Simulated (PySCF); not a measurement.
Molfile (atoms numbered from 1):
```
C5H6F2
     RDKit          3D

 13 13  0  0  0  0  0  0  0  0999 V2000
    2.4185   -0.6462   -0.0647 F   0  0  0  0  0  0  0  0  0  0  0  0
    1.4846    0.2544   -0.4489 C   0  0  0  0  0  0  0  0  0  0  0  0
    2.0492    1.4834   -0.3893 F   0  0  0  0  0  0  0  0  0  0  0  0
    0.2929    0.1885    0.4668 C   0  0  1  0  0  0  0  0  0  0  0  0
   -0.9132    0.9965    0.0463 C   0  0  0  0  0  0  0  0  0  0  0  0
   -1.6901   -0.0840   -0.1241 C   0  0  0  0  0  0  0  0  0  0  0  0
   -0.6160   -1.0628    0.2829 C   0  0  0  0  0  0  0  0  0  0  0  0
    1.2181    0.0494   -1.5022 H   0  0  0  0  0  0  0  0  0  0  0  0
    0.6518    0.3544    1.4970 H   0  0  0  0  0  0  0  0  0  0  0  0
   -1.0633    2.0723   -0.0715 H   0  0  0  0  0  0  0  0  0  0  0  0
   -2.7305   -0.2216   -0.4304 H   0  0  0  0  0  0  0  0  0  0  0  0
   -0.2819   -1.7779   -0.4877 H   0  0  0  0  0  0  0  0  0  0  0  0
   -0.8032   -1.6239    1.2123 H   0  0  0  0  0  0  0  0  0  0  0  0
  1  2  1  0
  2  3  1  0
  2  4  1  0
  4  5  1  0
  5  6  2  0
  6  7  1  0
  7  4  1  0
  2  8  1  0
  4  9  1  1
  5 10  1  0
  6 11  1  0
  7 12  1  0
  7 13  1  0
M  END
```

Geometry: PBE0-D3(BJ)/def2-SVP; GIAO shifts from PySCF 2.14.0 with density-fitted response routines, gas phase, non-relativistic, averaged over equivalent atoms.

At LDA/pcSseg-1 (149 basis functions, 18 s wall time on 1 thread of an Arm Neoverse V1, shared host):
```json
{"atoms": "F3", "δ (ppm)": "-146.4"}
{"atoms": "F1", "δ (ppm)": "-149.8"}
{"atoms": "C6", "δ (ppm)": "154.0"}
{"atoms": "C5", "δ (ppm)": "149.3"}
{"atoms": "C2", "δ (ppm)": "133.2"}
{"atoms": "C4", "δ (ppm)": "52.0"}
{"atoms": "C7", "δ (ppm)": "35.8"}
{"atoms": "H11", "δ (ppm)": "6.49"}
{"atoms": "H10", "δ (ppm)": "6.31"}
{"atoms": "H8", "δ (ppm)": "5.74"}
{"atoms": "H9", "δ (ppm)": "3.12"}
{"atoms": "H13", "δ (ppm)": "2.89"}
{"atoms": "H12", "δ (ppm)": "2.39"}
```

Chemical shifts δ = σref − σ; $^{19}$F (σ = 139.25 ppm) against CFCl3; TMS for $^{13}$C (σ = 180.72 ppm) and $^{1}$H (σ = 30.83 ppm), all at this level.

Estimate the result of repeating the calculation with PBE0/cc-pVTZ.

Results:


```json
{"atoms": "F3", "δ at PBE0/cc-pVTZ": "-125.9", "change": "+20.5"}
{"atoms": "F1", "δ at PBE0/cc-pVTZ": "-128.2", "change": "+21.6"}
{"atoms": "C6", "δ at PBE0/cc-pVTZ": "147.0", "change": "-7.0"}
{"atoms": "C5", "δ at PBE0/cc-pVTZ": "142.8", "change": "-6.5"}
{"atoms": "C2", "δ at PBE0/cc-pVTZ": "123.1", "change": "-10.1"}
{"atoms": "C4", "δ at PBE0/cc-pVTZ": "48.7", "change": "-3.3"}
{"atoms": "C7", "δ at PBE0/cc-pVTZ": "33.7", "change": "-2.1"}
{"atoms": "H11", "δ at PBE0/cc-pVTZ": "6.52", "change": "+0.03"}
{"atoms": "H10", "δ at PBE0/cc-pVTZ": "6.33", "change": "+0.02"}
{"atoms": "H8", "δ at PBE0/cc-pVTZ": "5.38", "change": "-0.36"}
{"atoms": "H9", "δ at PBE0/cc-pVTZ": "3.05", "change": "-0.07"}
{"atoms": "H13", "δ at PBE0/cc-pVTZ": "2.73", "change": "-0.16"}
{"atoms": "H12", "δ at PBE0/cc-pVTZ": "2.31", "change": "-0.08"}
```

Referencing at the same level of theory: $^{19}$F (σ = 182.60 ppm) vs CFCl3; $^{13}$C (σ = 187.29 ppm) and $^{1}$H (σ = 31.29 ppm) vs TMS.

The largest change is at F1 (fluorine of a CF2 group). Cost: 294 basis functions, 44 s wall time on 1 thread of an Arm Neoverse V1, shared host. The order of the carbon signals is the same at both levels.

Unscaled 19F shifts against computed CFCl3 carry errors that often reach 10 to 50 ppm.
